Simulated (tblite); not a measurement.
Run record: tight-binding relaxation, `Bc1ccc(C(F)(F)F)cc1`.

Computed with GFN2-xTB geometry optimisation, gas phase (tblite 0.8.0). Start geometry: from a force field or distance geometry. The command runs a driver script over a list of jobs; the input below is this job's line of settings and its coordinates in Å.

Command:
```bash
OMP_NUM_THREADS=1 python probes_run.py task.json out
```

Input:
```
{"job": {"kind": "relax", "xc": "GFN2-xTB", "basis": "xTB"}, "charge": 0, "multiplicity": 1}
B     -3.109700    -0.442300    -0.000600
C     -1.571400    -0.208200    -0.009200
C     -0.886100     0.067000    -1.193200
C      0.487600     0.279400    -1.205300
C      1.216800     0.209300     0.011000
C      2.711600     0.378000    -0.006800
F      3.107500     1.244500    -1.017600
F      3.317200    -0.847700    -0.204600
F      3.161700     0.893900     1.202600
C      0.538200    -0.101200     1.201100
C     -0.844300    -0.303000     1.194800
H     -3.691300    -0.685300     1.008800
H     -3.738100    -0.367800    -0.996500
H     -1.433300     0.130400    -2.135600
H      0.985100     0.481700    -2.133900
H      1.081800    -0.188700     2.142000
H     -1.340300    -0.528000     2.133200
```

Output:
```
step      E/eV     max force
  0    -910.43574    1.848
  1    -910.57459    1.001
  2    -910.63699    0.875
  3    -910.64937    0.234
  4    -910.65304    0.124
  5    -910.65414    0.108
  6    -910.65526    0.070
  7    -910.65593    0.068
  8    -910.65647    0.060
  9    -910.65670    0.041
 10    -910.65685    0.037
 11    -910.65699    0.041
 12    -910.65711    0.020
 13    -910.65717    0.019
 14    -910.65722    0.017
 15    -910.65725    0.018
 16    -910.65727    0.011
 17    -910.65729    0.010
 18    -910.65729    0.008
```

«max force» is the largest atomic force in eV/Å.

Problem. From which step on does the largest force stay under 0.1 eV/Å, and how much energy is left to gain from there?

Solution. From step 6 (0.070 eV/Å), 2.0 meV above the end.

Main results: energy lowered by 5.1 kcal/mol over 18 steps; largest atomic force 0.008 eV/Å at the end.

Problem. Give the final coordinates.

Solution. 0.033 Å rms from the input after alignment:
```
atom  x, y, z in Å
B1    -3.1168   -0.4410    0.0010
C2    -1.5815   -0.2196    0.0000
C3    -0.8848    0.0687   -1.1814
C4     0.4818    0.2706   -1.1902
C5     1.1896    0.1892    0.0023
C6     2.6802    0.3731   -0.0029
F7     3.1012    1.2001   -0.9723
F8     3.3288   -0.7935   -0.1995
F9     3.1500    0.8694    1.1520
C10    0.5348   -0.1008    1.1926
C11   -0.8324   -0.2986    1.1819
H12   -3.6691   -0.6813    1.0011
H13   -3.7175   -0.3660   -0.9972
H14   -1.4312    0.1330   -2.1103
H15    1.0022    0.4948   -2.1092
H16    1.0958   -0.1642    2.1129
H17   -1.3382   -0.5218    2.1091
```

Time: 0.21 s of wall time. Hardware: one thread, Intel Xeon Platinum 8259CL at 2.50 GHz (x86_64), no GPU, shared host with 32 logical CPUs at a one-minute load of 14.
Labels such as C1 count atoms from 1, the log's own numbers from 0.
